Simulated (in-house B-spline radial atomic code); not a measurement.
# Removing one electron from the thulium ion Tm⁵⁷⁺

Closed shell [Ne] 3s2. Computed with an all-electron radial atomic-structure program (B-spline basis): Koopmans values of Dirac-Hartree-Fock plus a diagonal self-energy, in second order or with its direct term screened (direct RPA, with the hole-particle interaction, or full time-dependent Hartree-Fock), linearised in energy; no-pair Dirac-Coulomb Hamiltonian, finite nucleus. Shifts add to the Koopmans value (the ΔSCF shift is orbital relaxation alone); the final value takes TDHF screening with Breit and QED.

Command:
```bash
python run_mb.py task.json out
```
Settings (nuclear radius in fm, box in bohr, cutoff in hartree):
```
basis_form          2
Z                   69
core_configuration  [Ne] 3s2
rms_radius          5.2256
mass_number         169
speed_of_light      137.036
box_radius          2.318
lmax                7
intervals           56
virtual_cutoff      19044.0
```

Time taken, with all properties: 3.5 s on 1 thread of Intel(R) Xeon(R) Platinum 8259CL CPU @ 2.50GHz, with other jobs on the host.

Energies in eV:

| subshell | Koopmans | ΔSCF shift | second order | direct RPA | hole-particle | TDHF | Breit + QED | final |
| --- | --- | --- | --- | --- | --- | --- | --- | --- |
| 3s1/2 | 5909.90 | -0.227 | ? | ? | ? | ? | ? | ? |

(1) What does the self-energy do to 3s1/2?

## Answers

(1) It shifts the removal energy by 3.844 eV in second order, 2.831 with direct RPA, 3.404 with the hole-particle term and 3.736 with TDHF screening (quasi-particle weight 0.995); Breit and QED add -8.719 eV. The final value is 5904.91 eV, against 5901 ± 6 eV (NIST, tabulated theory).
